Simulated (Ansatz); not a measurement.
Compare A (`C=CB(C)[SiH3]`) with its isomer B (`C=CBC[SiH3]`).

Computed with Ansatz on PBE0-D4/def2-TZVP structures; ΔE is electronic, products minus reactants. CBS: MP2 limit from def2 TZ/QZ plus the TZ coupled-cluster correction, frozen cores. DFT in def2-TZVPP. B3LYP here is the variant with VWN-RPA as its local correlation; programs differ in this. Each species was taken in one conformer, which may not be the lowest.

Problem. Which is lower in electronic energy at CCSD(T)/CBS, and by how much? (An estimate is asked.)

Solution. Ansatz gave: B, by 31.0 kJ/mol.

Problem. Give E(B) − E(A) in kJ/mol with B3LYP, r2SCAN-D4, CCSD(T)/def2-TZVPP, HF/def2-TZVPP, PBE0-D4, B2PLYP, PBE-D4. (An estimate is asked.)

Solution. The calculation gave: B3LYP -25.8, r2SCAN-D4 -26.2, CCSD(T)/def2-TZVPP -30.4, HF/def2-TZVPP -34.9, PBE0-D4 -23.8, B2PLYP -29.9, PBE-D4 -19.4. None reverses the order clearly.

Largest T1 diagnostic: 0.012.

From PBE to PBE0 (25 % exact exchange), in def2-TZVPP and without D4, E(B) − E(A) moves by −4.5 kJ/mol.
